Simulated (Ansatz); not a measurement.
Geometry optimisation, UKS B3LYP/def2-SVP (Ansatz 0.2.0).

input.yaml

```yaml
crystal:
  periodic: [false, false, false]
  atoms:
    - { symbol: W, position_ang: [0.306276, -0.306276, 0.27738] }
    - { symbol: F, position_ang: [-0.177636, 0.177636, 2.022363] }
    - { symbol: H, position_ang: [1.631206, 0.411061, -0.520453] }
    - { symbol: H, position_ang: [-0.080369, 1.237367, -0.169994] }
    - { symbol: H, position_ang: [-1.237367, 0.080369, -0.169995] }
    - { symbol: H, position_ang: [-0.411061, -1.631206, -0.520453] }
    - { symbol: H, position_ang: [0.007654, -0.007654, -1.360569] }
    - { symbol: H, position_ang: [-0.038703, 0.038703, 4.141722] }
magnetization:
  spin_polarized: true
  initial_magnetization: 1
basis:
  gaussian: { orbitals: def2-SVP }
hamiltonian:
  xc: b3lyp
relax:
  f_tol: 0.03
  max_steps: 50
```

Launched with:

```bash
$ ansatz run input.yaml --threads 2 --pin off --max-ram 3072MiB --backend cpu --events-out ev --progress --plain --runs-dir out
```

**Question.** Where does it end, and by what steps?

**Answer.** The run converged. The force dipped under the threshold on the way, but the program's further checks kept it going. After 7 steps the energy has fallen by 0.068 eV; H8 moved furthest, 0.82 Å.

```tsv
step	energy less start (eV)	largest force component (eV/Å)	accepted
0	0.0000	0.675	yes
1	-0.0289	0.171	yes
2	-0.0524	0.164	yes
3	-0.0606	0.119	yes
4	-0.0653	0.067	yes
5	-0.0668	0.012	yes
6	-0.0676	0.039	yes
7	-0.0678	0.019	yes
```

```xyz
8
Properties=species:S:1:pos:R:3
W 0.313 -0.313 0.156
F -0.169 0.169 1.925
H 1.630 0.409 -0.652
H -0.076 1.234 -0.280
H -1.234 0.076 -0.280
H -0.409 -1.630 -0.652
H 0.005 -0.005 -1.477
H -0.060 0.060 4.960
```

Whether the end is a true minimum wasn't checked by a vibrational analysis.

The run took 20 s on 2 threads of Arm Neoverse V2 (shared host), peak memory 0.18 GiB.
